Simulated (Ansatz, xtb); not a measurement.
C2H6OSn: which of two isomers lies lower

Structure a: `C[CH2][Sn][OH]`, a singlet. Structure b: `C[O][Sn][CH3]`, a singlet. Both are isolated molecules in the gas phase, relaxed with PBE0-D3(BJ)/def2-SVP; the shapes shown needn't be the lowest conformers.

a (Å):

| atom | x (Å) | y (Å) | z (Å) |
| --- | --- | --- | --- |
| C | -1.7843 | 0.5575 | 0.2116 |
| C | -0.8098 | -0.1158 | 1.1673 |
| O | 1.9441 | -0.7289 | 2.4278 |
| Sn | 1.3231 | 0.4780 | 0.9523 |
| H | -1.5358 | 0.3495 | -0.8424 |
| H | -2.8255 | 0.2253 | 0.3638 |
| H | -1.7812 | 1.6542 | 0.3270 |
| H | -0.8355 | -1.2161 | 1.0563 |
| H | -1.0799 | 0.0835 | 2.2213 |
| H | 1.2287 | -1.2310 | 2.8376 |

b (Å):

```xyz
10

C    -0.1805    1.3225    2.9090
C     0.7982   -1.6847   -0.1189
O     0.0390    0.2907    2.0030
Sn    1.3761    0.3346    0.5037
H     0.4605    2.2135    2.7425
H     0.0020    0.9800    3.9453
H    -1.2316    1.6657    2.8654
H     0.0091   -2.0407    0.5599
H     1.6597   -2.3716   -0.0769
H     0.4217   -1.6845   -1.1553
```

Quicker runs give these differences E(b) − E(a): GFN2-xTB +7.1 kcal/mol; HF/STO-3G −1.0 kcal/mol (at GFN2-xTB geometries); r2SCAN-D4/def2-SVP +8.1 kcal/mol (at GFN2-xTB geometries).

**Question.** Which of the two would you expect CCSD(T)/def2-SVP + ΔMP2/def2-TZVPP electronic energies to favour?

**Answer.** Structure a; the calculation gives E(b) − E(a) = +10.0 kcal/mol.

How the difference moves with the method:

```csv
level,geometry,E(b) − E(a) (kcal/mol),departure from the last row (kcal/mol),"job, with rough time for the two"
GFN2-xTB,GFN2-xTB,+7.1,−2.9,"optimisation, 0.15 s"
HF/STO-3G,GFN2-xTB,−1.0,−11.0,"single point, 0.82 s"
r2SCAN-D4/def2-SVP,GFN2-xTB,+8.1,−1.9,"single point, 3.7 s"
PBE0-D3(BJ)/def2-SVP,PBE0-D3(BJ)/def2-SVP,+7.1,−2.9,"optimisation, 1.9 min"
HF/def2-SVP,PBE0-D3(BJ)/def2-SVP,+5.7,−4.3,part of the CCSD(T) run
MP2/def2-SVP,PBE0-D3(BJ)/def2-SVP,+9.1,−0.9,part of the CCSD(T) run
CCSD(T)/def2-SVP,PBE0-D3(BJ)/def2-SVP,+7.8,−2.2,single point
CCSD(T)/def2-SVP + ΔMP2/def2-TZVPP,PBE0-D3(BJ)/def2-SVP,+10.0,,"single point, 32 s"
```

As drawn, b has 1 C–O, 1 C–H in place of 1 C–C, 1 O–H.

HF/STO-3G puts the two in the other order. The largest departure from CCSD(T)/def2-SVP + ΔMP2/def2-TZVPP is that of HF/STO-3G, 11.0 kcal/mol. The last row adds to CCSD(T) the change of the MP2 difference between the two basis sets, here +2.2 kcal/mol.

With harmonic frequencies from PBE0-D3(BJ)/def2-SVP (ideal gas, rigid rotor, one conformer each, 298.15 K, 1 atm): on the last row, ΔE + ΔZPE = +9.5 kcal/mol. A mode under 50 cm⁻¹ makes harmonic enthalpies and free energies unreliable, so none is given.

The correlated steps freeze 7 core orbitals; the filled d shell of Sn is correlated, in a basis made for valence electrons. Atoms past krypton carry core potentials in the def2 sets, other sets are all-electron and non-relativistic, and no spin–orbit term is included. Run with Ansatz 0.2.0, xtb 6.7.1; the last row on 2 threads of Arm Neoverse V1 on a shared host.
